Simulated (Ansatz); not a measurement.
`C#[C][Ge]([CH3])([F])[F]` + `C[S][Ga]([F])[F]` → `C[S][Ge]([CH3])([F])[F]` + `C#[C][Ga]([F])[F]`  (redistribution)

Program: Ansatz. Geometries: PBE0-D4/def2-TZVP. ΔE: electronic, gas phase. CCSD(T)/CBS adds triple-zeta CCSD(T) − MP2 to the extrapolated MP2 energy (def2 sets, frozen cores). DFT in def2-TZVPP. B3LYP here is the variant with VWN-RPA as its local correlation; programs differ in this. HSE06 is defined as in plane-wave codes. For Ga, Ge outer-core shells are correlated without core-valence functions, which leaves a few kJ/mol of doubt a bond. Scalar relativity is left out up to krypton. Each species was taken in one conformer, which may not be the lowest.

```csv
level,ΔE (kJ/mol)
r2SCAN-D4,18.6
B3LYP-D4,18.1
r2SCANh-D4,18.6
HSE06-D4,18.0
BLYP,20.4
HSE06,19.4
CCSD(T)/def2-TZVPP,18.3
MP2/def2-QZVPP,17.4
```

Question: What does CCSD(T)/CBS give? (Best estimate.)

Answer: Computed: +17.9 kJ/mol. The listed levels differ from it by 0.7, 0.2, 0.7, 0.1, 2.5, 1.5, 0.4, -0.5 kJ/mol.

Largest T1 diagnostic among the species: 0.015.

In def2-TZVPP, CCSD(T) changes the Hartree–Fock value by −3.7 kJ/mol (the triples alone add −0.6 kJ/mol) and MP2 by −4.2 kJ/mol. At CCSD(T), def2-SVP lies +4.1 kJ/mol from the extrapolated value and def2-TZVPP +0.3 kJ/mol. Leaving LDA and LC-ωPBE aside and taking each functional with its dispersion term where it has one, the values, not all of them listed here, spread over 3.7 kJ/mol, from revPBE-D4 to B97M-V.

CCSD(T)/CBS has its own doubt, a few kJ/mol and more with outer-core shells, so smaller differences from it don't rank the levels.
